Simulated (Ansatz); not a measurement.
Basis sets compared for Ag3Te4⁺. Total charge 1; singlet. Geometry PBE-D4/def2-SVP. Ansatz on 4 threads of Arm Neoverse V1 on a shared host; times are rough, and most runs start from earlier orbitals.

Cartesian coordinates in Å:
```
Ag -1.822 1.012 -1.079
Ag 1.765 -0.978 1.199
Ag 0.799 -0.494 -1.691
Te 2.136 1.370 -0.211
Te -0.307 1.781 1.183
Te -1.029 -0.955 1.641
Te -1.543 -1.737 -1.043
```

In the def2 sets Ag, Te take a core potential; there is no spin–orbit coupling. The structure comes from a short search, and lower isomers may exist.

```
           level  functions  energy (Eh)  HOMO (eV)  LUMO (eV)  wall time
 PBE-D4/def2-SVP        197   -1513.0052      -9.19      -7.78      5.5 s
PBE0-D4/def2-SVP        197   -1513.0139     -10.09      -7.07       12 s
```

(1) Estimate the rows for PBE-D4/def2-TZVP (with forces), PBE0-D4/def2-TZVP.

Answers

(1) 
```csv
level,functions,energy (Eh),HOMO (eV),LUMO (eV),wall time
PBE-D4/def2-TZVP (with forces),320,-1513.1663,-9.14,-7.68,13 s
PBE0-D4/def2-TZVP,320,-1513.1686,-10.01,-6.94,30 s
```
